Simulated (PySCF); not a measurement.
**Computed properties of Al(All)(Cl)(OH) (C3H6AlClO), SMILES C=C[CH2][Al]([OH])[Cl]**

Al(All)(Cl)(OH) (C₃H₆AlClO), SMILES [Cl][Al]([CH2]C=C)[OH]. The structure is a stationary point at B3LYP-D3(BJ)/def2-SVP. Other conformers were not sampled. All values are computed for the isolated molecule unless a solvent is named; none is compared with measurement here.

**Structure.** All 30 harmonic modes at B3LYP-D3(BJ)/def2-SVP (PySCF) are real, so it is a minimum. With heavy atoms numbered as in [Al:1]([CH2:2][CH:3]=[CH2:4])([Cl:10])[OH:11], the shortest bond between them is C3–C4 at 1.342 Å and the longest Al1–Cl10 at 2.115 Å.

**Vibrations.** The strongest infrared lines (harmonic, unscaled, degenerate partners summed) lie at 375 cm⁻¹ (135 km/mol, H 88 %, O 10 %), 617 cm⁻¹ (124 km/mol, H 46 %, Al 25 %, C 20 %), 566 cm⁻¹ (120 km/mol, H 74 %, O 12 %, C 10 %). The softest mode is at 35 cm⁻¹ and the zero-point energy is 53.2 kcal/mol.

**Electronic structure.** ωB97X/def2-TZVP (PySCF) places the frontier levels at -9.29 and 1.31 eV, a gap of 10.60 eV, and gives a dipole moment of 0.67 D and a mean polarisability of 73.5 bohr³. PBE/def2-TZVP (PySCF) at the same geometry gives -5.93 and -1.52 eV, so its gap is 6.19 eV narrower. An orbital gap is neither the optical nor the fundamental gap.

**Excitations.** TDA-CAM-B3LYP/def2-SVPD (PySCF) has S1 at 5.73 eV (216 nm, f = 0.071, bright); the most intense of the 10 singlets computed lies at 6.08 eV (f = 0.21). T1 (TDA) is at 3.96 eV, 1.77 eV under S1. TDA-PBE/def2-SVPD (PySCF) puts S1 at 4.68 eV. No vertical singlet excitation falls in the visible range (under 3.1 eV).

**NMR.** GIAO shifts at B3LYP/pcSseg-1 (PySCF) (non-relativistic, atoms alike by connectivity averaged): ¹³C from 20.0 to 145.6 ppm against TMS; ¹H from 1.9 to 6.4 ppm against TMS. Without spin–orbit terms, shifts of atoms bonded to Cl or Br come out too high.
